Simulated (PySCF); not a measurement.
## Worked example: oscillator strength and radiative lifetime

Ga(F)(Cl)(OH) (ClFGaHO), SMILES [OH][Ga]([F])[Cl].

Coordinates come from a ωB97X-D3(BJ)/def2-SVP optimisation. One conformer was computed; it need not be the lowest.

TDDFT-M06-2X/def2-SVPD (PySCF) puts the first singlet state with f over 0.02 at 6.86 eV (vertical), with the transition dipole (-0.412, 0.013, 0.000) in atomic units.

**Question.** Find the oscillator strength, the wavelength and the radiative lifetime that this transition would have in vacuum if emission retraced absorption.

**Answer.** 
|μ|² = 0.1699 au, so |μ| = 1.05 D. ΔE = 6.86/27.211 = 0.2521 hartree. f = (2/3) ΔE |μ|² = 0.029 (the program prints 0.029).
λ = 1239.84/6.86 = 181 nm; ν = 55330 cm⁻¹.
Einstein's coefficient A = 0.6670 ν² f s⁻¹ (ν in cm⁻¹) = 5.8e7 s⁻¹, so τ = 1/A = 17 ns. This state is S2; the lower singlet has f = 0.000. The figure is the radiative limit of this one transition; relaxation, internal conversion, crossing to triplets and a medium change what is measured.
